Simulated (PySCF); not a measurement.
C₃H₉BO₂Si.
Structure used (PBE0-D3(BJ)/def2-SVP), in Å, numbered top down from 1:
```
atom  x, y, z in Å
C1    -0.7628   -1.6096    0.9562
C2    -0.3711   -0.3855    0.5665
C3     1.0456    0.0827    0.7322
Si4    1.9821    0.3057   -0.9147
B5    -1.3850    0.5708   -0.1660
O6    -2.7395    0.4216   -0.1429
O7    -0.8568    1.6031   -0.8774
H8    -0.0819   -2.3184    1.4413
H9    -1.7829   -1.9738    0.7877
H10    1.0765    1.0623    1.2396
H11    1.6220   -0.6237    1.3518
H12    1.3730   -0.5442   -1.9826
H13    2.0224    1.7253   -1.3695
H14    3.3977   -0.1468   -0.7185
H15   -3.0241   -0.2984    0.4274
H16   -1.5340    2.1268   -1.3200
```

Linear response at wB97X-D/def2-SVPD (PySCF, frozen core in the response, non-relativistic). Geometry: PBE0-D3(BJ)/def2-SVP, one conformer, isolated molecule.

Static isotropic polarisability: 86.50 au (12.82 Å³), principal values 68.8, 87.0, 103.7 au.

(1) What is the polarisability at 1064 nm and at the sodium D line?

(2) What is the isotropic C6 coefficient between two such molecules, C6 = (3/π)∫α(iω)² dω?

(3) Which effective excitation energy ω̄ makes London's formula C6 = (3/4)α²ω̄ exact here?

(4) What three-body coefficient follows from the one-pole estimate C9 = (3/4)·α·C6?

(5) What n − 1 at the D line would an ideal gas of it have at 273.15 K and 1 atm (2.6868 × 10¹⁹ cm⁻³), by n − 1 = 2π·N·α′?

(6) What does −C6/R⁶ come to at R = 10 Å between centres?

(7) How anisotropic is the static polarisability, by Δα² = ½[(α1 − α2)² + (α2 − α3)² + (α3 − α1)²]?

Results:

(1) 87.37 au at 1064 nm (+1.0 %), 89.44 au at 589.3 nm (+3.4 %). The rise at 589.3 nm is 3.39 times that at 1064 nm; a pure ω² law gives 3.26. The lowest singlet lies at 200 nm, shorter than both wavelengths.

(2) 2879 au (Eh·bohr⁶) by a ten-point quadrature over imaginary frequencies, which is 1720 eV·Å⁶ or 166 J·nm⁶/mol.

(3) ω̄ = 4·C6/(3α²) = 0.513 Eh = 14.0 eV. A one-pole form α(ω) = α/(1 − ω²/ω̄²) fitted to the 1064 nm value gives 11.7 eV. London's choice of the ionisation energy (9.30 eV, ΔSCF at the same level) gives C6 = 1920 au, 33 % too low.

(4) 187000 au. This is an estimate from the two numbers above, not a computed integral.

(5) 22.37 × 10⁻⁴, a formal value whether or not that pressure can be reached.

(6) -170 J/mol. This is the leading, orientation-averaged term; C8 and higher terms are left out.

(7) Δα = 30.2 au, or 0.35 of the isotropic value.

The run took 2.8 min of wall time on one thread, Arm Neoverse N1 (aarch64), shared host with 64 logical CPUs at a one-minute load of 59, and the process peaked at 0.95 GiB of memory. This is the whole response run at wB97X-D/def2-SVPD, SCF included.

wB97X-D is run here without its empirical dispersion term; that term would change no orbital, density or response property at a fixed geometry.
